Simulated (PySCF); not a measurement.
Work out the structure from these simulated measurements.

Formula: C5H13NSi3.

* Rotational structure: rotational constants A, B, C: 1.425, 0.761, 0.630 GHz [GFN2-xTB]
* Dipole: 0.52 D [PBE0/pcSseg-1]
* NMR, other nuclei: isotropic shieldings of nuclei other than C and H, by class: 268 (1 N), 364 (1 Si), 396 (2 Si) ppm [GIAO PBE0/pcSseg-1]
* 13C NMR: chemical shifts (computed TMS as zero) by class: 157.1 (1 C), 151.9 (1 C), 147.6 (1 C), 130.6 (1 C), 22.1 (1 C) ppm [GIAO PBE0/pcSseg-1]
* 1H NMR: chemical shifts (computed TMS as zero) by class: 7.14 (1 H), 6.73 (1 H), 5.85 (1 H), 5.23 (1 H), 4.86 (6 H), 2.19 (3 H) ppm [GIAO PBE0/pcSseg-1]

Gas-phase values; electronic properties from PySCF, density fitting. Levels stand in brackets. The structure is a single GFN2-xTB conformer in the gas phase; no vibrational or solvent corrections. NMR classes are plain means over equivalent atoms (diastereotopic ones count apart unless rotation or inversion swaps them), as if these changed places fast.

Task: Propose a structure and show how it fits.

Result: Numbering: `[CH3:1][C:2]1=[CH:3][CH:4]=[CH:5][Si@H:6]1[N:7]([SiH3:8])[SiH3:9]`. Its formula, C5H13NSi3, gives 3 degrees of unsaturation: 1 ring and 2 π bonds in the structure found. 5 carbons fall into 5 classes; from least to most shielded: alkene CH carbon [C4] (157.1 ppm), fully substituted alkene carbon [C2] (151.9 ppm), alkene CH carbon [C3] (147.6 ppm), alkene CH carbon [C5] (130.6 ppm), allylic carbon [C1] (22.1 ppm). Hydrogen classes from least to most shielded: 1 H on an alkene CH carbon, C4 (7.14 ppm), 1 H on an alkene CH carbon, C3 (6.73 ppm), 1 H on an alkene CH carbon, C5 (5.85 ppm), 1 H on an SiH silicon, Si6 (5.23 ppm), 6 H on 2 SiH3 silicons, Si8/Si9 (4.86 ppm), 3 H on an allylic carbon, C1 (2.19 ppm). The other shieldings belong to: 268 ppm, nitrogen bridging silicon atoms [N7]; 364 ppm, SiH silicon [Si6]; 396 ppm, SiH3 silicon [Si8/Si9]. The optimised geometry has point group C1 and is an asymmetric top. Structure: `CC1=CC=C[Si@H]1N([SiH3])[SiH3]`. Computed isomers that give other values at the same levels: `[SiH3]N([SiH3])[SiH2]C#CC1CC1` (13C chemical shifts (computed TMS as zero) by class: 124.3 (1 C), 78.4 (1 C), 11.4 (2 C), 3.5 (1 C) ppm); `C=CC[SiH2]C([SiH3])([SiH3])C#N` (13C chemical shifts (computed TMS as zero) by class: 140.2 (1 C), 125.2 (1 C), 122.6 (1 C), 21.7 (1 C), -15.8 (1 C) ppm); `C=C(CC#N)[SiH2]C([SiH3])[SiH3]` (13C chemical shifts (computed TMS as zero) by class: 144.5 (1 C), 141.5 (1 C), 123.2 (1 C), 29.0 (1 C), -17.0 (1 C) ppm). The assignments are read from this structure; whether some other isomer fits the data as well wasn't checked. The mirror image fits equally.

Conformer computed: `[CH3:1][C:2]1=[CH:3][CH:4]=[CH:5][Si@H:6]1[N:7]([SiH3:8])[SiH3:9]`: C5–Si6–N7–Si8 -164°.
